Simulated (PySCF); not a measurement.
Compound: C₂H₁₃NOSi₃.
Atom-mapped SMILES: `[CH3:1][CH2:2][SiH2:3][O:4][SiH2:5][SiH2:6][NH2:7]` (hydrogens: H8, H9, H10 on C1; H11, H12 on C2; H13, H14 on Si3; H15, H16 on Si5; H17, H18 on Si6; H19, H20 on N7)

Cartesian coordinates in Å at the PBE0-D3(BJ)/def2-SVP level; atoms count from 1:
```
atom  x, y, z in Å
C1    -2.9169    0.8187   -0.3820
C2    -1.7210   -0.1255   -0.2865
Si3   -0.7589    0.0487    1.3119
O4     0.5156   -1.0186    1.3754
Si5    1.6219   -1.7740    0.3839
Si6    2.7281   -0.1395   -0.9042
N7     1.5669    1.1371   -1.1678
H8    -2.6084    1.8739   -0.3048
H9    -3.6493    0.6342    0.4203
H10   -3.4487    0.7067   -1.3398
H11   -2.0421   -1.1774   -0.3829
H12   -1.0046    0.0617   -1.1055
H13   -1.6287   -0.2077    2.4984
H14   -0.2271    1.4487    1.4255
H15    2.5561   -2.5634    1.2412
H16    0.9116   -2.7309   -0.5261
H17    3.0864   -0.6861   -2.2511
H18    4.0175    0.2832   -0.2540
H19    1.7017    1.7563   -1.9605
H20    1.2471    1.6706   -0.3644
```

Level of theory: PySCF 2.14.0, PBE0-D3(BJ)/def2-SVP geometry optimisation, gas phase.

Masses are those of the commonest isotopes; rigid-rotor values at the optimised geometry. The values belong to one conformer with, in the numbering `[CH3:1][CH2:2][SiH2:3][O:4][SiH2:5][SiH2:6][NH2:7]`, C1–C2–Si3–O4 179°, C2–Si3–O4–Si5 33°, Si3–O4–Si5–Si6 53°, O4–Si5–Si6–N7 -32°, Si5–Si6–N7–H -157° and 66°.

Question: Give the principal moments of inertia and the rotational constants in cm⁻¹.

Answer: Ia = 259.61, Ib = 607.13, Ic = 757.40 u·Å²; 505379 MHz·u·Å²/I gives 1947, 832.4 and 667.3 MHz, that is A = 0.06493, B = 0.02777, C = 0.02226 cm⁻¹.

Question: Classify the top.

Answer: An asymmetric top. Ray's parameter κ = (2B − A − C)/(A − C) = -0.742; −1 is the prolate and +1 the oblate limit.

Question: Is it planar, by Δ = Ic − Ia − Ib?

Answer: Not planar: Δ = Ic − Ia − Ib = -109.34 u·Å². For a rigid frame Δ = −2 Σ m c², so Σ m c² = 54.67 u·Å² lies off the ab plane: 18.80 from hydrogen and 35.87 from heavier atoms. The atom farthest from that plane is 1.99 Å away.

Question: List the rotational levels J(Ka,Kc) to J = 4 (cm⁻¹).

Answer: Above 0(0,0):
J = 1: 1(0,1) 0.0500, 1(1,1) 0.0872, 1(1,0) 0.0927
J = 2: 2(0,2) 0.1495, 2(1,2) 0.1817, 2(1,1) 0.1983, 2(2,1) 0.3098, 2(2,0) 0.3103
J = 3: 3(0,3) 0.2973, 3(1,3) 0.3232, 3(1,2) 0.3562, 3(2,2) 0.4598, 3(2,1) 0.4626, 3(3,1) 0.6598, 3(3,0) 0.6598
J = 4: 4(0,4) 0.4921, 4(1,4) 0.5112, 4(1,3) 0.5661, 4(2,3) 0.6595, 4(2,2) 0.6676, 4(3,2) 0.8609, 4(3,1) 0.8612, 4(4,1) 1.1394, 4(4,0) 1.1394
The levels of one J sum to (2J + 1)J(J + 1)(A + B + C)/3.

Question: Which types of transition are allowed, and where do some lines up to J = 4 fall?

Answer: The dipole components are |μa| = 0.31 D, |μb| = 1.89 D, |μc| = 0.03 D. The squared components, which scale the intensities, stand as 0.03 : 1.00 : 0.00 (a : b : c). Some lines, for components of 0.1 D or more:

| type | branch | J(Ka,Kc) | MHz | lower level (cm⁻¹) |
| --- | --- | --- | --- | --- |
| b | R | 3(1,2) ← 2(2,1) | 1393 | 0.310 |
| b | Q | 3(1,2) ← 3(0,3) | 1765 | 0.297 |
| b | Q | 4(1,3) ← 4(0,4) | 2218 | 0.492 |
| b | Q | 3(2,1) ← 3(1,2) | 3190 | 0.356 |
| a | R | 3(1,2) ← 2(1,1) | 4735 | 0.198 |
| b | R | 3(1,3) ← 2(0,2) | 5207 | 0.150 |
| b | Q | 3(3,1) ← 3(2,2) | 5994 | 0.460 |
| a | R | 4(3,1) ← 3(3,0) | 6036 | 0.660 |
| b | Q | 4(3,2) ← 4(2,3) | 6039 | 0.659 |
| b | R | 4(4,0) ← 3(3,1) | 14380 | 0.660 |

Question: Estimate the classical rotational partition function at 25 K, 100 K and 500 K.

Answer: Point group C1, symmetry number σ = 1; q = (√π/σ)·√((kT/h)³/(ABC)), k/h = 20836.6 MHz/K: 20300 at 25 K, 162000 at 100 K, 1810000 at 500 K.

No frequency check. No vibrational averaging or centrifugal distortion is included, and the geometry carries the error of its method. A rigid rotor knows nothing of inversion at nitrogen or internal rotation, which can split or shift real lines. Quadrupole hyperfine structure (14N) is left out.
